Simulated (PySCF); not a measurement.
**AsH₃, singlet: data card**

Computed with PySCF, BP86, basis As def2-TZVP, H def2-TZVP (no relativity, density fitting).

The structure is a minimum.

Z-matrix (Å, degrees; charge 0 multiplicity 1):
```
As
H  1 1.5357
H  1 1.5357 2 91.22
H  1 1.5357 2 91.22 3 -91.24
```

```json
{"Point group": "C3v", "Bond lengths": "As–H 1.536 Å (×3)", "Bond angles": "H–As–H 91.2° (×3)", "Heat capacity Cp at 298.15 K": "38.8 J/(mol K)", "Rotational constants": "3.653, 3.653, 3.472 cm⁻¹", "Principal polarisabilities": "32.7, 33.2, 33.2 bohr³", "Rotational symmetry number": "3", "Lowest empty level": "-0.39 eV", "Entropy at 298.15 K and 1 bar": "223.3 J/(mol K)", "Highest occupied level": "-6.89 eV", "Dipole moment": "0.25 D", "Atomisation energy without zero-point energy": "956 kJ/mol", "Enthalpy at 298.15 K above 0 K": "10.27 kJ/mol", "Principal quadrupole moments (Buckingham, traceless) about the centre of mass": "-1.74, 0.87, 0.87 D Å", "Zero-point energy": "55.3 kJ/mol"}
```

Harmonic modes (masses in u: As 74.922, H 1.008):
```csv
symmetry,ω (cm⁻¹),"IR (km/mol, summed over degenerate members)",μ (u),type
a1,901,18.9,1.04,bend
e,982,19.2,1.01,bend
a1,2118,68.4,1.02,stretch
e,2135,193,1.02,stretch
```

In C3v the vibrations span 2a1 + 2e.

Charges (e):
| atom | Mulliken | Löwdin | polar tensor | Mayer order to As1 |
| --- | --- | --- | --- | --- |
| As1 | -0.18 | 0.06 | 0.39 | – |
| H2,3,4 | 0.06 | -0.02 | -0.13 | 0.97 |

Mulliken populations on As1: s 7.82, p 15.24, d 10.11, f 0.01.

Counting electrons, arsenic keeps 2 of its valence electrons outside its bonds, so the VSEPR class is AX3E1 and the expected shape is trigonal pyramidal (C3v), as computed. The angle of 91° is close to 90°: the heavy centre bonds with nearly pure p orbitals and keeps its lone pair s-like.

The final relaxation and frequency run took about 90 core-seconds on a shared host.
